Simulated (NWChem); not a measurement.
System: BeHOCl; SMILES [Cl][Be][OH]

Excerpt of the output:

```
             Northwest Computational Chemistry Package (NWChem) 7.3.0
             --------------------------------------------------------

                             Geometry "geometry" -> ""
                             -------------------------

 Output coordinates in angstroms (scale by  1.889725989 to convert to a.u.)

  No.       Tag          Charge          X              Y              Z
 ---- ---------------- ---------- -------------- -------------- --------------
    1 Be                   4.0000     0.04554500     0.63327500     0.00000100
    2 Cl                  17.0000    -0.08078800    -1.17981700     0.00000000
    3 O                    8.0000     0.20287300     2.03379200     0.00000000
    4 H                    1.0000    -0.43197900     2.74210300    -0.00000100

 Effective nuclear repulsion energy (a.u.)      61.8365747303

  xc_inp: hfexch multiplicative factor not found.
                              NWChem Property Module
                              ----------------------

  itol2e modified to match energy
  convergence criterion.

                                 NWChem DFT Module
                                 -----------------

 Summary of "ao basis" -> "ao basis" (spherical)
 ------------------------------------------------------------------------------
       Tag                 Description            Shells   Functions and Types
 ---------------- ------------------------------  ------  ---------------------
 Be                        def2-tzvp                 9       19   5s3p1d
 Cl                        def2-tzvp                13       37   5s5p2d1f
 O                         def2-tzvp                11       31   5s3p2d1f
 H                         def2-tzvp                 4        6   3s1p

  itol2e modified to match energy
  convergence criterion.

            General Information
            -------------------
          SCF calculation type: DFT
          Wavefunction type:  closed shell.
          No. of atoms     :     4
          No. of electrons :    30
           Alpha electrons :    15
            Beta electrons :    15
          Charge           :     0
          Spin multiplicity:     1
          Use of symmetry is: off; symmetry adaption is: off
          Maximum number of iterations: 150
          AO basis - number of functions:    93
                     number of shells:    37
          Convergence on energy requested:  1.00D-07
          Convergence on density requested:  1.00D-05
          Convergence on gradient requested:  5.00D-04

              XC Information
              --------------
                     Hartree-Fock (Exact) Exchange  1.000

      Superposition of Atomic Density Guess
      -------------------------------------

 Sum of atomic energies:        -549.33438492

      Non-variational initial energy
      ------------------------------

 Total energy =    -549.924999
 1-e energy   =    -879.770065
 2-e energy   =     268.008491
 HOMO         =      -0.468888
 LUMO         =      -0.040027

   convergence    iter        energy       DeltaE   RMS-Dens  Diis-err
 ---------------- ----- ----------------- --------- --------- ---------
 d= 0,ls=0.0,diis     1   -549.7040431199 -6.12D+02  5.27D-03  5.86D-01
 d= 0,ls=0.0,diis     2   -549.7494310795 -4.54D-02  1.76D-03  2.50D-01
 d= 0,ls=0.0,diis     3   -549.7699665126 -2.05D-02  4.66D-04  2.58D-03
 d= 0,ls=0.0,diis     4   -549.7705674351 -6.01D-04  1.30D-04  2.05D-04
 d= 0,ls=0.0,diis     5   -549.7706167069 -4.93D-05  4.77D-05  2.01D-05
  Resetting Diis
 d= 0,ls=0.0,diis     6   -549.7706225615 -5.85D-06  1.44D-05  1.31D-06
 d= 0,ls=0.0,diis     7   -549.7706229995 -4.38D-07  2.33D-06  8.06D-08
 d= 0,ls=0.0,diis     8   -549.7706230228 -2.34D-08  1.34D-06  1.63D-08

         Total DFT energy =     -549.770623022826
      One electron energy =     -882.635209084634
           Coulomb energy =      310.084190618794
    Exchange-Corr. energy =      -39.056179287258
 Nuclear repulsion energy =       61.836574730272

 Numeric. integr. density =        0.000000000000

                       DFT Final Molecular Orbital Analysis
                       ------------------------------------

 Vector   13  Occ=2.000000D+00  E=-5.187807D-01
              MO Center=  1.6D-01,  1.8D+00,  2.1D-07, r^2= 1.3D+00
   Bfn.  Coefficient  Atom+Function         Bfn.  Coefficient  Atom+Function
  ----- ------------  ---------------      ----- ------------  ---------------
    64      0.419817  3 O  pz                67      0.392187  3 O  pz
    70      0.264035  3 O  pz                 8     -0.136257  1 Be pz
    36      0.125067  2 Cl pz                39      0.070517  2 Cl pz
    33      0.052537  2 Cl pz                27     -0.043770  2 Cl pz
    16      0.029601  1 Be d -1

 Vector   14  Occ=2.000000D+00  E=-4.651907D-01
              MO Center= -6.5D-02, -1.0D+00,  7.0D-08, r^2= 1.5D+00
   Bfn.  Coefficient  Atom+Function         Bfn.  Coefficient  Atom+Function
  ----- ------------  ---------------      ----- ------------  ---------------
    34      0.523818  2 Cl px                37      0.335780  2 Cl px
    31      0.240626  2 Cl px                25     -0.191599  2 Cl px
    28     -0.097981  2 Cl px                 6     -0.071161  1 Be px
    62     -0.064692  3 O  px                65     -0.055607  3 O  px
    15     -0.051814  1 Be d -2              61     -0.042824  3 O  s

 Vector   15  Occ=2.000000D+00  E=-4.631297D-01
              MO Center= -5.9D-02, -9.0D-01,  5.1D-08, r^2= 1.8D+00
   Bfn.  Coefficient  Atom+Function         Bfn.  Coefficient  Atom+Function
  ----- ------------  ---------------      ----- ------------  ---------------
    36      0.516195  2 Cl pz                39      0.333937  2 Cl pz
    33      0.237508  2 Cl pz                27     -0.188912  2 Cl pz
    64     -0.119314  3 O  pz                67     -0.108567  3 O  pz
    30     -0.096620  2 Cl pz                70     -0.072283  3 O  pz
    16     -0.052560  1 Be d -1               8     -0.050760  1 Be pz

 Vector   16  Occ=0.000000D+00  E= 4.477287D-02
              MO Center= -1.6D-01,  9.3D-01,  2.9D-06, r^2= 1.1D+01
   Bfn.  Coefficient  Atom+Function         Bfn.  Coefficient  Atom+Function
  ----- ------------  ---------------      ----- ------------  ---------------
     5     -2.122448  1 Be s                  4      1.957423  1 Be s
    61     -0.321503  3 O  s                 19     -0.296055  1 Be d  2
    24     -0.266993  2 Cl s                 38     -0.254936  2 Cl py
    69      0.226226  3 O  py                17     -0.167948  1 Be d  0
    23      0.156834  2 Cl s                  3     -0.120982  1 Be s

 Vector   17  Occ=0.000000D+00  E= 1.248360D-01
              MO Center=  1.9D-01,  5.7D-01,  2.0D-06, r^2= 5.6D+00
   Bfn.  Coefficient  Atom+Function         Bfn.  Coefficient  Atom+Function
  ----- ------------  ---------------      ----- ------------  ---------------
    12      1.088037  1 Be px                37     -0.382938  2 Cl px
     4     -0.366953  1 Be s                 68     -0.316858  3 O  px
     5      0.254465  1 Be s                  6     -0.231293  1 Be px
    13     -0.182349  1 Be py                62     -0.109023  3 O  px
    34     -0.101582  2 Cl px                61      0.101786  3 O  s

 Vector   18  Occ=0.000000D+00  E= 1.326042D-01
              MO Center=  2.5D-02,  6.0D-01, -3.5D-07, r^2= 5.7D+00
   Bfn.  Coefficient  Atom+Function         Bfn.  Coefficient  Atom+Function
  ----- ------------  ---------------      ----- ------------  ---------------
    14      1.121281  1 Be pz                39     -0.394574  2 Cl pz
    70     -0.315141  3 O  pz                 8     -0.199577  1 Be pz
    64     -0.133997  3 O  pz                36     -0.104143  2 Cl pz
    67     -0.089323  3 O  pz                33     -0.085817  2 Cl pz
    27      0.052108  2 Cl pz                46      0.038878  2 Cl d -1

     Multipole analysis of the density
     ---------------------------------

     L   x y z        total         alpha         beta         nuclear
     -   - - -        -----         -----         ----         -------
     0   0 0 0     -0.000000    -15.000000    -15.000000     30.000000

     1   1 0 0     -0.466183     -0.232892     -0.232892     -0.000399
     1   0 1 0      0.653935     -1.079603     -1.079603      2.813141
     1   0 0 1      0.000001     -0.000002     -0.000002      0.000006

     2   2 0 0    -16.787723     -9.527883     -9.527883      2.268043
     2   1 1 0     -3.006870     -8.381317     -8.381317     13.755765
     2   1 0 1      0.000001     -0.000000     -0.000000      0.000002
     2   0 2 0    -17.093954   -126.172864   -126.172864    235.251773
     2   0 1 1     -0.000002     -0.000000     -0.000000     -0.000001
     2   0 0 2    -17.270628     -8.635314     -8.635314      0.000000

          -----------------------
          Electric field gradient
          -----------------------

 1 a.u. = 0.324123 10**(16) esu/cm**3  ( or statvolts/cm**2 ) = 0.97174 10**(22) v/m**2

 ------------------------------------------------------------
   Atom      X         Y         Z
 ------------------------------------------------------------
    1 Be   0.08607   1.19672   0.00000
 ------------------------------------------------------------

 Electric field gradient in molecular frame (a.u.)
         XX             YY             ZZ             XY             XZ             YZ
 ------------------------------------------------------------------------------------------
       -0.106173       0.188771      -0.082598       0.003381       0.000000      -0.000000

 Principal components (a.u.) and orientation
 of principal axis w.r.t. absolute frame                      Asymmetry parameter eta
 --------------------------------------------------------------------------------------
        0.188810      -0.106212      -0.082598                       0.125067

        0.011460       0.999934       0.000000
        0.999934      -0.011460       0.000000
       -0.000000      -0.000000       1.000000

 ------------------------------------------------------------
   Atom      X         Y         Z
 ------------------------------------------------------------
    2 Cl  -0.15267  -2.22953   0.00000
 ------------------------------------------------------------

 Electric field gradient in molecular frame (a.u.)
         XX             YY             ZZ             XY             XZ             YZ
 ------------------------------------------------------------------------------------------
        0.516123      -1.096666       0.580543      -0.105670      -0.000000      -0.000002

 Principal components (a.u.) and orientation
 of principal axis w.r.t. absolute frame                      Asymmetry parameter eta
 --------------------------------------------------------------------------------------
       -1.103560       0.580543       0.523017                       0.052128

        0.065103       0.000002       0.997879
        0.997879      -0.000001      -0.065103
        0.000001       1.000000      -0.000002

 ------------------------------------------------------------
   Atom      X         Y         Z
 ------------------------------------------------------------
    3 O    0.38337   3.84331   0.00000
 ------------------------------------------------------------

 Electric field gradient in molecular frame (a.u.)
         XX             YY             ZZ             XY             XZ             YZ
 ------------------------------------------------------------------------------------------
       -0.098837      -0.665574       0.764411       0.982209      -0.000002       0.000002

 Principal components (a.u.) and orientation
 of principal axis w.r.t. absolute frame                      Asymmetry parameter eta
 --------------------------------------------------------------------------------------
       -1.404474       0.764411       0.640063                       0.088537

       -0.601167      -0.000001       0.799123
        0.799123       0.000001       0.601167
       -0.000001       1.000000       0.000000

 ------------------------------------------------------------
   Atom      X         Y         Z
 ------------------------------------------------------------
    4 H   -0.81632   5.18182  -0.00000
 ------------------------------------------------------------

 Electric field gradient in molecular frame (a.u.)
         XX             YY             ZZ             XY             XZ             YZ
 ------------------------------------------------------------------------------------------
       -0.082907      -0.185686       0.268592       0.391925      -0.000001       0.000001

 Principal components (a.u.) and orientation
 of principal axis w.r.t. absolute frame                      Asymmetry parameter eta
 --------------------------------------------------------------------------------------
       -0.529576       0.268592       0.260984                       0.014367

       -0.659542      -0.000001       0.751668
        0.751668       0.000001       0.659542
       -0.000001       1.000000       0.000000
```

Level: Hartree-Fock/def2-TZVP. Geometry: optimised at PBE0-D3(BJ)/def2-TZVP. NWChem prints the field gradient with the sign opposite to the second derivative of the potential.

Question: Reconstruct the input file.

Answer: One answer among several that fit: the input that was run:
```
start job
memory heap 200 mb stack 900 mb global 1100 mb
geometry units angstroms noautosym nocenter noautoz
  Be     0.045545     0.633275     0.000001
  Cl    -0.080788    -1.179817    -0.000000
  O      0.202873     2.033792     0.000000
  H     -0.431979     2.742103    -0.000001
end
basis spherical
  Be library def2-tzvp
  Cl library def2-tzvp
  O library def2-tzvp
  H library def2-tzvp
end
dft
  xc hfexch
  iterations 150
end
property
  efieldgrad
end
task dft property
```
